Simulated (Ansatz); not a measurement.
`N[AsH]O` + H₂O → `O[AsH]O` + NH₃  (formal hydrolysis of the As–N bond)

Computed with Ansatz on PBE0-D4/def2-TZVP structures; ΔE is electronic, products minus reactants. CCSD(T)/CBS adds triple-zeta CCSD(T) − MP2 to the extrapolated MP2 energy (def2 sets, frozen cores). This one scheme is used for every species. DFT in def2-TZVPP. B3LYP here is the variant with VWN-RPA as its local correlation; programs differ in this. HSE06 is defined as in plane-wave codes. For As outer-core shells are correlated without core-valence functions, which leaves a few kJ/mol of doubt a bond. Scalar relativity is left out up to krypton. Each species was taken in one conformer, which may not be the lowest.

```csv
level,ΔE (kJ/mol),difference from CCSD(T)/CBS
LDA (SPW92),-9.1,-0.8
PBE-D4,-12.3,-4.0
revPBE-D4,-11.2,-2.9
BLYP-D4,-15.3,-7.0
r2SCAN-D4,-14.1,-5.8
B97M-V,-18.3,-10.0
PBE0-D4,-8.6,-0.3
B3LYP-D4,-12.5,-4.2
r2SCANh-D4,-12.4,-4.1
HSE06-D4,-8.6,-0.3
BHLYP-D4,-10.1,-1.8
CAM-B3LYP-D4,-12.4,-4.1
ωB97X-V,-11.9,-3.6
ωB97M-V,-11.1,-2.8
B2PLYP,-13.0,-4.7
PBE,-13.8,-5.5
revPBE,-15.1,-6.8
BLYP,-18.6,-10.3
r2SCAN,-14.5,-6.2
PBE0,-9.9,-1.6
B3LYP,-14.9,-6.6
r2SCANh,-12.8,-4.5
r2SCAN0,-10.4,-2.1
HSE06,-9.8,-1.5
BHLYP,-12.1,-3.8
LC-ωPBE,-9.7,-1.4
RPA@PBE/def2-TZVPP,-11.7,-3.4
MP2/def2-SVP,-7.8,0.5
CCSD(T)/def2-SVP,-8.9,-0.6
HF/def2-TZVPP,-11.3,-3.0
MP2/def2-TZVPP,-7.5,0.8
SCS-MP2/def2-TZVPP,-10.2,-1.9
CCSD/def2-TZVPP,-8.6,-0.3
CCSD(T)/def2-TZVPP,-9.1,-0.8
HF/def2-QZVPP,-12.6,-4.3
MP2/def2-QZVPP,-7.5,0.8
SCS-MP2/def2-QZVPP,-10.2,-1.9
HF/CBS(def2),-12.8,-4.5
MP2/CBS(def2),-6.7,1.6
CCSD/CBS(def2),-7.8,0.5
CCSD(T)/CBS,-8.3,0
```

Task: What do rigid-rotor, harmonic-oscillator terms from PBE0-D4/def2-TZVP frequencies (298.15 K, 1 bar) make of the CCSD(T)/CBS value? (An estimate is asked.)

Result: Ansatz gave: ΔZPE = +2.0 kJ/mol, ΔH = -6.8 kJ/mol, ΔS = 0 J/(mol·K), ΔG = -6.9 kJ/mol.

Largest T1 diagnostic among the species: 0.013.

From BLYP to BHLYP (50 % exact exchange), in def2-TZVPP and without D4, ΔE moves by +6.6 kJ/mol. Leaving LDA and LC-ωPBE aside and taking each functional with its dispersion term where it has one, the values, not all of them listed here, spread over 10.7 kJ/mol, from B97M-V to PBE-QIDH. LDA lies +4.7 kJ/mol from PBE without D4.
